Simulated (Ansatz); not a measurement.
Reaction (formal exchange of groups at a Te–C bond): `[TeH]C1O[SiH2]1` + `C=CC(=C)N` → `C=CC(=C)[TeH]` + `NC1O[SiH2]1`

Calculated with Ansatz (gas phase, PBE0-D4/def2-TZVP geometries, no zero-point term in ΔE). CBS: MP2 limit from def2 TZ/QZ plus the TZ coupled-cluster correction, frozen cores. Functionals use def2-TZVPP. B3LYP here is the variant with VWN-RPA as its local correlation; programs differ in this. def2 core potentials past Kr. For Te outer-core shells are correlated without core-valence functions, which leaves a few kJ/mol of doubt a bond. Each species was taken in one conformer, which may not be the lowest.

| level | ΔE (kcal/mol) | difference from CCSD(T)/CBS |
| --- | --- | --- |
| r2SCAN-D4 | 2.6 | 1.7 |
| B3LYP-D4 | 1.8 | 0.9 |
| ωB97X-V | 1.6 | 0.7 |
| ωB97M-V | 1.6 | 0.7 |
| B2PLYP | 1.5 | 0.6 |
| PBE | 2.4 | 1.5 |
| r2SCAN | 2.7 | 1.8 |
| B3LYP | 2.4 | 1.5 |
| HF/def2-TZVPP | 2.2 | 1.3 |
| CCSD/def2-TZVPP | 0.8 | -0.1 |
| CCSD(T)/def2-TZVPP | 0.4 | -0.5 |
| HF/def2-QZVPP | 2.3 | 1.4 |
| MP2/def2-QZVPP | 0.3 | -0.6 |
| SCS-MP2/def2-QZVPP | 0.3 | -0.6 |
| HF/CBS(def2) | 2.4 | 1.5 |
| MP2/CBS(def2) | 0.4 | -0.5 |
| CCSD(T)/CBS | 0.9 | 0 |

Largest T1 diagnostic among the species: 0.014.

In def2-TZVPP, CCSD(T) changes the Hartree–Fock value by −1.7 kcal/mol (the triples alone add −0.3 kcal/mol) and MP2 by −2.2 kcal/mol.
